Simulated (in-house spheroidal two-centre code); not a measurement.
Computed with a spheroidal two-centre code. Model: one electron and two fixed point charges, non-relativistic, separated in prolate spheroidal coordinates (energies exact to about nine digits).

With r1 and r2 the distances to the charges and R their separation, ξ = (r1 + r2)/R and η = (r1 − r2)/R; m is the angular momentum about the axis. The force apart is −d(total energy)/dR, and minima and barriers are those of the total energy. The separation constant A is the eigenvalue of −d/dη(1−η²)d/dη + m²/(1−η²) − p²η² − R(Z2−Z1)η, with p² = −E R²/2 and E the electronic energy.

Command:
```bash
python run_two.py task.json out
```
Settings:
```
Z1                     1
Z2                     1
xi_nodes               2
eta_nodes              0
m                      0
```

Time taken, with all properties: 0.8 s on 1 thread of Intel(R) Xeon(R) Processor @ 2.30GHz, on a shared host.

**Energy curve, total energy includes the repulsion of the charges.**

Given: first charge 1; second charge 1; united atom label 3s sigma g; nodes in ξ 2; nodes in η 0.

Computed: united atom energy -0.22222 hartree.

| distance (bohr) | electronic energy (hartree) | total energy (hartree) | kinetic energy (hartree) | force apart (hartree/bohr) |
| --- | --- | --- | --- | --- |
| 0.322 | -0.216540087 | 2.88904997 | 0.20809 | 9.6185 |
| 0.431 | -0.21359584 | 2.10658978 | 0.20173 | 5.3557 |
| 0.577 | -0.209554406 | 1.52354785 | 0.19362 | 2.976 |
| 0.774 | -0.204213592 | 1.08777607 | 0.18373 | 1.6428 |
| 1.04 | -0.197460029 | 0.764078432 | 0.17222 | 0.90028 |
| 1.39 | -0.189472111 | 0.529952349 | 0.15969 | 0.49614 |
| 1.86 | -0.180178476 | 0.357455932 | 0.14624 | 0.2708 |
| 2.49 | -0.169747857 | 0.231858568 | 0.1323 | 0.14625 |
| 3.34 | -0.158333392 | 0.141067806 | 0.11821 | 0.077628 |
| 4.48 | -0.1462862 | 0.0769280854 | 0.10455 | 0.040509 |
| 6 | -0.134013701 | 0.0326529655 | 0.091968 | 0.02077 |
| 7.5 | -0.124705428 | 0.00862790497 | 0.083497 | 0.012283 |
| 9 | -0.117318761 | -0.00620765042 | 0.077634 | 0.0079363 |
| 10.5 | -0.1113432 | -0.0161051051 | 0.0736 | 0.0054757 |
| 12 | -0.106441904 | -0.0231085703 | 0.07084 | 0.0039776 |
| 13.5 | -0.102373732 | -0.0282996575 | 0.068929 | 0.0030095 |
| 15 | -0.0989567712 | -0.0322901045 | 0.067547 | 0.0023505 |
| 16.5 | -0.0960509717 | -0.0354449111 | 0.066478 | 0.0018808 |
| 18 | -0.0935486615 | -0.037993106 | 0.065592 | 0.0015332 |
| 19.5 | -0.0913677591 | -0.0400857078 | 0.064817 | 0.0012683 |
| 21 | -0.0894460357 | -0.041826988 | 0.064121 | 0.0010616 |
| 22.5 | -0.0877362571 | -0.0432918127 | 0.063487 | 0.00089757 |
| 24 | -0.0862022966 | -0.0445356299 | 0.062907 | 0.00076549 |
| 25.5 | -0.0848161844 | -0.0456004982 | 0.062377 | 0.00065792 |
| 27 | -0.0835559483 | -0.0465189113 | 0.061894 | 0.00056944 |
| 28.5 | -0.0824040603 | -0.047316341 | 0.061453 | 0.00049603 |
| 30 | -0.0813463273 | -0.048012994 | 0.061052 | 0.00043463 |
| 31.5 | ? | ? | ? | ? |
| 33 | -0.0794686767 | -0.0491656464 | 0.060354 | 0.00033905 |
| 34.5 | -0.0786309234 | -0.0496454161 | 0.060051 | 0.00030162 |
| 36 | -0.077850919 | -0.0500731412 | 0.059775 | 0.00026949 |
| 42.3 | -0.0750854234 | -0.0514447615 | 0.058847 | 0.00017498 |
| 49.8 | -0.0725789577 | -0.0524986364 | 0.058087 | 0.00011223 |
| 58.6 | ? | ? | ? | ? |
| 68.9 | -0.0683938226 | -0.0538800345 | 0.05702 | 4.5574e-05 |
| 81.1 | -0.066653529 | -0.0543230728 | 0.056656 | 2.8766e-05 |
| 95.4 | -0.0651326348 | -0.0546504546 | 0.056378 | 1.8112e-05 |
| 112 | -0.0638185407 | -0.0548899693 | 0.05617 | 1.1427e-05 |
| 132 | -0.0626465121 | -0.0550707546 | 0.056009 | 7.1059e-06 |

(1) What belongs in the row 31.5?

(2) What belongs in the row 58.6?

**Where the electron sits, z along the axis from the midpoint, the separation constant A tends to l(l+1) at zero distance; at short distance the term in R(Z2−Z1)η can raise or lower it, and at long distance it falls (p² = -ER²/2).**

```
distance (bohr)  mean z squared (bohr²)  mean squared distance from axis (bohr²)  separation constant
           0.24                  17.831                                   35.626           -0.0020992
          0.431                  18.695                                   37.272           -0.0066188
          0.774                  20.522                                   40.651            -0.020445
           1.39                       ?                                        ?                    ?
           2.49                  31.059                                   57.255             -0.17958
           4.48                  45.951                                   73.245             -0.52267
            7.5                  77.265                                   89.705              -1.3683
           10.5                  121.87                                   95.769              -2.6739
           13.5                       ?                                        ?                    ?
           16.5                  241.53                                   89.392              -7.0493
           19.5                  306.98                                   85.416              -10.168
           22.5                  374.15                                   82.716              -13.875
           25.5                  443.66                                   80.979              -18.144
           28.5                  516.22                                   79.824              -22.954
           31.5                   592.3                                   79.004              -28.295
           34.5                   672.2                                   78.381              -34.158
           42.3                  899.01                                   77.241              -51.818
           58.6                    1466                                   75.839              -99.841
           81.1                  2461.5                                   74.793               -190.6
            112                  4236.7                                   74.022              -361.27
```

(3) What belongs in the row 1.39?

(4) What belongs in the row 13.5?

## Answers

(1) electronic energy (hartree): -0.0803710959; total energy (hartree): -0.0486250641; kinetic energy (hartree): 0.060687; force apart (hartree/bohr): 0.00038291.

(2) electronic energy (hartree): -0.0703546991; total energy (hartree): -0.0532898527; kinetic energy (hartree): 0.057488; force apart (hartree/bohr): 7.1632e-05.

(3) mean z squared (bohr²): 24.109; mean squared distance from axis (bohr²): 46.858; separation constant: -0.061512.

(4) mean z squared (bohr²): 178.5; mean squared distance from axis (bohr²): 93.954; separation constant: -4.5491.
